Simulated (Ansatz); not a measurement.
Cartesian coordinates in Å:
```
C 1.019 -0.227 1.083
C -0.033 -0.315 -0.025
C -1.411 0.071 0.517
B 0.361 0.634 -1.217
O 0.604 0.204 -2.478
H 2.007 -0.543 0.738
H 0.745 -0.859 1.934
H 1.111 0.799 1.450
H -0.080 -1.359 -0.371
H -1.689 -0.560 1.367
H -2.194 -0.027 -0.240
H -1.415 1.109 0.862
H 0.466 1.820 -1.048
H 0.509 -0.748 -2.573
```

The species carries charge 0 and has multiplicity 1.

(1) List the ωB97M-V/def2-TZVPP orbital energies in eV (Ansatz). (An estimate is asked.)

Answers

(1) The calculation gave: Occupied: -526.65, -281.18, -281.18, -281.00, -187.95, -31.58, -24.74, -21.86, -19.19, -18.38, -15.85, -15.13, -13.97, -13.96, -13.22, -12.81, -12.72, -11.89, -11.69, -10.33. Lowest empty: 2.02, 2.16, 2.86, 3.34, 4.17, 4.39, 4.51, 4.86.
